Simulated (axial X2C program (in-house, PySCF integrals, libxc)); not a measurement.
# Testing model relations on GeSe

A bond curve at the PBE0 level, two-component, was computed with an axial X2C code built on PySCF integrals (basis Se dyall-cv3z [8s9p6d4f1g], Ge dyall-cv3z [9s9p7d4f1g] (cores contracted in-house)) for the state Ω = 0 (closed shell). Its fit gives Re = 2.1336 Å, ωe = 412.0 cm⁻¹, ωexe = 0.752 cm⁻¹ and αe = 2.626e-04 cm⁻¹; the masses are 79.9165 and 73.9212 u. Two-component means X2C with spin–orbit coupling and atomic mean-field Coulomb and Gaunt terms.

(1) Find the reduced mass, Be and the force constant.

(2) The dipole moment p changes by 4.42 D/Å at Re. What harmonic infrared intensity follows?

(3) Where do the fundamental and the first overtone lie?

(4) A Morse curve ties αe to the other constants (Pekeris). How well does that hold?

(5) Estimate the centrifugal constant by the Kratzer relation.

One determinant describes the state; a PBE0 search over occupations chose it and may have missed a lower one.

Results:

(1) From the PBE0 values: μ = 38.4010 u. Be = 16.8576/(μ Re²) = 0.09643 cm⁻¹. k = 5.8918×10⁻⁷ μ ωe² = 3.84 mdyn/Å.

(2) I = 42.256 × (dp/dR)²/μ = 21 km/mol.

(3) ν(1←0) = ωe − 2ωexe = 410.5 cm⁻¹; ν(2←0) = 2ωe − 6ωexe = 819.5 cm⁻¹.

(4) αe(Morse) = 6Be²/ωe × (√(ωexe/Be) − 1) = 2.428e-04 cm⁻¹; the PBE0 curve gives 2.626e-04 cm⁻¹, a ratio of 0.92.

(5) D = 4Be³/ωe² = 2.11e-08 cm⁻¹.
